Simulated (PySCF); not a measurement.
## Partial charges of `C/C=C\[P+]1(C)C=CCC=C1`

Compound: C₉H₁₄P (charge +1).
Geometry (GFN2-xTB, Å), atoms numbered from 1 in this order:
```
atom  x, y, z in Å
C1     2.2805    1.2933   -0.5057
C2     2.6343   -0.0717   -0.0645
C3     1.7775   -1.0316    0.2829
P4    -0.0091   -0.8676    0.2992
C5    -0.6336   -2.4547    0.9127
C6    -0.7300   -0.5294   -1.3009
C7    -1.6128    0.4515   -1.4728
C8    -2.1098    1.3993   -0.4386
C9    -1.4966    1.3373    0.9161
C10   -0.6042    0.4502    1.3492
H11    1.2022    1.4408   -0.5407
H12    2.7037    1.4814   -1.4920
H13    2.7250    2.0240    0.1699
H14    3.6948   -0.2898   -0.0254
H15    2.1269   -2.0078    0.5941
H16   -1.7223   -2.4328    0.9463
H17   -0.2442   -2.6359    1.9148
H18   -0.3082   -3.2556    0.2485
H19   -0.4174   -1.1654   -2.1180
H20   -2.0353    0.6083   -2.4577
H21   -3.1927    1.2565   -0.3329
H22   -2.0034    2.4206   -0.8235
H23   -1.8351    2.1113    1.5940
H24   -0.2018    0.4876    2.3524
```

Density: PBE0/pcSseg-1 (PySCF); schemes: Mulliken, IAO, Hirshfeld and ESP-fitted. One conformer (not necessarily the lowest) at the GFN2-xTB geometry, without solvent, vibrations or thermal averaging.

Question: Tabulate the Mulliken, IAO, Hirshfeld and ESP-fitted charges.

Answer: In e:

```json
{"atom": "C1", "environment": "allylic carbon", "Mulliken": "-0.233", "IAO": "-0.431", "Hirshfeld": "-0.104", "ESP-fitted": "-0.539"}
{"atom": "C2", "environment": "alkene CH carbon", "Mulliken": "-0.106", "IAO": "-0.033", "Hirshfeld": "+0.033", "ESP-fitted": "+0.308"}
{"atom": "C3", "environment": "alkene CH carbon", "Mulliken": "-0.337", "IAO": "-0.445", "Hirshfeld": "-0.104", "ESP-fitted": "-0.789"}
{"atom": "P4", "environment": "phosphonium phosphorus", "Mulliken": "+0.631", "IAO": "+1.213", "Hirshfeld": "+0.457", "ESP-fitted": "+1.307"}
{"atom": "C5", "environment": "sp3 carbon bound to phosphorus", "Mulliken": "-0.390", "IAO": "-0.639", "Hirshfeld": "-0.129", "ESP-fitted": "-0.748"}
{"atom": "C6", "environment": "alkene CH carbon", "Mulliken": "-0.323", "IAO": "-0.417", "Hirshfeld": "-0.088", "ESP-fitted": "-0.684"}
{"atom": "C7", "environment": "alkene CH carbon", "Mulliken": "-0.070", "IAO": "-0.070", "Hirshfeld": "+0.020", "ESP-fitted": "+0.187"}
{"atom": "C8", "environment": "allylic carbon", "Mulliken": "-0.187", "IAO": "-0.292", "Hirshfeld": "-0.048", "ESP-fitted": "-0.384"}
{"atom": "C9", "environment": "alkene CH carbon", "Mulliken": "-0.070", "IAO": "-0.070", "Hirshfeld": "+0.020", "ESP-fitted": "+0.184"}
{"atom": "C10", "environment": "alkene CH carbon", "Mulliken": "-0.326", "IAO": "-0.417", "Hirshfeld": "-0.088", "ESP-fitted": "-0.675"}
{"atom": "H11", "environment": "methyl hydrogen", "Mulliken": "+0.148", "IAO": "+0.139", "Hirshfeld": "+0.032", "ESP-fitted": "+0.185"}
{"atom": "H12", "environment": "methyl hydrogen", "Mulliken": "+0.170", "IAO": "+0.185", "Hirshfeld": "+0.074", "ESP-fitted": "+0.187"}
{"atom": "H13", "environment": "methyl hydrogen", "Mulliken": "+0.170", "IAO": "+0.185", "Hirshfeld": "+0.073", "ESP-fitted": "+0.187"}
{"atom": "H14", "environment": "vinylic hydrogen", "Mulliken": "+0.157", "IAO": "+0.185", "Hirshfeld": "+0.082", "ESP-fitted": "+0.121"}
{"atom": "H15", "environment": "vinylic hydrogen", "Mulliken": "+0.163", "IAO": "+0.183", "Hirshfeld": "+0.066", "ESP-fitted": "+0.270"}
{"atom": "H16", "environment": "methyl hydrogen", "Mulliken": "+0.191", "IAO": "+0.194", "Hirshfeld": "+0.075", "ESP-fitted": "+0.243"}
{"atom": "H17", "environment": "methyl hydrogen", "Mulliken": "+0.188", "IAO": "+0.190", "Hirshfeld": "+0.078", "ESP-fitted": "+0.231"}
{"atom": "H18", "environment": "methyl hydrogen", "Mulliken": "+0.188", "IAO": "+0.190", "Hirshfeld": "+0.078", "ESP-fitted": "+0.231"}
{"atom": "H19", "environment": "vinylic hydrogen", "Mulliken": "+0.163", "IAO": "+0.191", "Hirshfeld": "+0.073", "ESP-fitted": "+0.273"}
{"atom": "H20", "environment": "vinylic hydrogen", "Mulliken": "+0.156", "IAO": "+0.187", "Hirshfeld": "+0.082", "ESP-fitted": "+0.137"}
{"atom": "H21", "environment": "methylene hydrogen", "Mulliken": "+0.204", "IAO": "+0.200", "Hirshfeld": "+0.084", "ESP-fitted": "+0.188"}
{"atom": "H22", "environment": "methylene hydrogen", "Mulliken": "+0.193", "IAO": "+0.193", "Hirshfeld": "+0.081", "ESP-fitted": "+0.177"}
{"atom": "H23", "environment": "vinylic hydrogen", "Mulliken": "+0.156", "IAO": "+0.187", "Hirshfeld": "+0.082", "ESP-fitted": "+0.135"}
{"atom": "H24", "environment": "vinylic hydrogen", "Mulliken": "+0.163", "IAO": "+0.191", "Hirshfeld": "+0.073", "ESP-fitted": "+0.268"}
```

Mean size of the charges over all atoms: ESP-fitted 0.360 e, IAO 0.276 e, Mulliken 0.212 e, Hirshfeld 0.088 e. Each set sums to the total charge, 1, to within 0.001 e. The Mulliken scheme counts on each atom the diagonal of the density matrix times the overlap matrix over that atom's basis functions.

Lowest charge. The schemes don't all agree: Mulliken C5 (-0.390); IAO C5 (-0.639); Hirshfeld C5 (-0.129); ESP-fitted C3 (-0.789).

Highest charge. All schemes agree: Mulliken P4 (+0.631); IAO P4 (+1.213); Hirshfeld P4 (+0.457); ESP-fitted P4 (+1.307).

Question: Sum the charges by element, for elements with more than one atom.

Answer: 
```csv
element,atoms,Mulliken,IAO,Hirshfeld,ESP-fitted
C,9,-2.042,-2.814,-0.489,-3.140
H,14,+2.410,+2.601,+1.032,+2.833
```

Question: How closely do the schemes follow one another over all atoms?

Answer: Correlation coefficient and root-mean-square difference: IAO with Hirshfeld 0.99, 0.252 e; Mulliken with IAO 0.97, 0.143 e; IAO with ESP-fitted 0.95, 0.156 e; Hirshfeld with ESP-fitted 0.94, 0.352 e; Mulliken with Hirshfeld 0.93, 0.141 e; Mulliken with ESP-fitted 0.93, 0.252 e.

Question: How many electrons does the IAO scheme count on C5?

Answer: Z − q = 6 − (-0.639) = 6.639.
